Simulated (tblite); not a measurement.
CH₈BNO₂Si.
Bonds: O1–B2, B2–O3, B2–C4, C4–N5, N5–Si6. Hydrogens: H7 on O1; H8 on O3; H9, H10 on C4; H11 on N5; H12, H13, H14 on Si6.

Computed with GFN2-xTB (tblite), gas phase: L-BFGS steps from a force-field or distance-geometry start until the largest atomic force falls under 0.01 eV/Å.

At the end of the run (lengths in Å): O1–B2 1.346, B2–O3 1.357, N5–Si6 1.715, O3–H8 0.960, N5–H11 1.009, O1–H7 0.959, C4–H9 1.096, C4–N5–Si6 124.3°, B2–C4–N5 110.4°, O1–B2–C4 120.2°, O1–B2–O3 119.8°, O1–B2–C4–N5 -162°, B2–C4–N5–Si6 -140°, H7–O1–B2–O3 1°, H9–C4–B2–O1 -37°.

Task: These geometries were met on the way; a selection of coordinates is given. Order them by energy above the end point, lowest first.
A. O1–B2 1.338, B2–O3 1.345, N5–Si6 1.731, O3–H8 0.951, N5–H11 1.013, O1–H7 0.941, C4–H9 1.094, C4–N5–Si6 117.5°, B2–C4–N5 118.2°, O1–B2–C4 115.8°, O1–B2–O3 122.9°, O1–B2–C4–N5 -117°, B2–C4–N5–Si6 -177°, H7–O1–B2–O3 -49°, H9–C4–B2–O1 8°
B. O1–B2 1.360, B2–O3 1.367, N5–Si6 1.730, O3–H8 0.963, N5–H11 1.010, O1–H7 0.989, C4–H9 1.092, C4–N5–Si6 118.9°, B2–C4–N5 118.7°, O1–B2–C4 112.5°, O1–B2–O3 124.4°, O1–B2–C4–N5 -102°, B2–C4–N5–Si6 -177°, H7–O1–B2–O3 -1°, H9–C4–B2–O1 24°
C. O1–B2 1.346, B2–O3 1.361, N5–Si6 1.731, O3–H8 0.956, N5–H11 1.012, O1–H7 0.958, C4–H9 1.102, C4–N5–Si6 119.2°, B2–C4–N5 114.8°, O1–B2–C4 116.5°, O1–B2–O3 120.8°, O1–B2–C4–N5 -102°, B2–C4–N5–Si6 180°, H7–O1–B2–O3 1°, H9–C4–B2–O1 21°
D. O1–B2 1.495, B2–O3 1.475, N5–Si6 1.782, O3–H8 1.004, N5–H11 1.049, O1–H7 0.998, C4–H9 1.125, C4–N5–Si6 114.4°, B2–C4–N5 109.9°, O1–B2–C4 115.2°, O1–B2–O3 112.4°, O1–B2–C4–N5 -130°, B2–C4–N5–Si6 180°, H7–O1–B2–O3 -72°, H9–C4–B2–O1 -11°
E. O1–B2 1.426, B2–O3 1.410, N5–Si6 1.747, O3–H8 0.970, N5–H11 1.025, O1–H7 0.956, C4–H9 1.102, C4–N5–Si6 115.0°, B2–C4–N5 112.7°, O1–B2–C4 115.2°, O1–B2–O3 117.4°, O1–B2–C4–N5 -126°, B2–C4–N5–Si6 -178°, H7–O1–B2–O3 -67°, H9–C4–B2–O1 -5°

Result: C (0.196 eV), B (0.331 eV), A (0.609 eV), E (1.020 eV), D (1.699 eV).

```json
{"step": "10", "E above end (eV)": "0.196", "rms distance from the end, all atoms (Å)": "0.769", "largest force (eV/Å)": "0.457", "rms shift of all bonds from the end (Å)": "0.007"}
{"step": "6", "E above end (eV)": "0.331", "rms distance from the end, all atoms (Å)": "0.777", "largest force (eV/Å)": "1.356", "rms shift of all bonds from the end (Å)": "0.013"}
{"step": "3", "E above end (eV)": "0.609", "rms distance from the end, all atoms (Å)": "0.789", "largest force (eV/Å)": "0.948", "rms shift of all bonds from the end (Å)": "0.011"}
{"step": "1", "E above end (eV)": "1.020", "rms distance from the end, all atoms (Å)": "0.798", "largest force (eV/Å)": "2.918", "rms shift of all bonds from the end (Å)": "0.030"}
{"step": "0", "E above end (eV)": "1.699", "rms distance from the end, all atoms (Å)": "0.803", "largest force (eV/Å)": "4.871", "rms shift of all bonds from the end (Å)": "0.061"}
```

Rows stand in the order of the answer.
